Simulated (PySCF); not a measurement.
A structure optimised at PBE-D3(BJ)/def2-SVP, used in a PySCF frequency run:

```
Si
F 1 1.6329
F 1 1.6350 2 107.41
H 1 1.4975 2 108.14 3 -116.82
Si 1 2.3491 4 115.40 2 121.46
H 5 1.5016 1 111.37 4 -171.48
H 5 1.5024 6 109.56 1 123.70
Cl 5 2.0893 6 109.55 7 119.64
```

Problem. Write its SMILES and formula.

Solution. F[SiH](F)[SiH2]Cl, ClF2H3Si2

Problem. What are its rotational constants (standard atomic weights)?

Solution. 4.5144, 1.1793, 1.0150 GHz
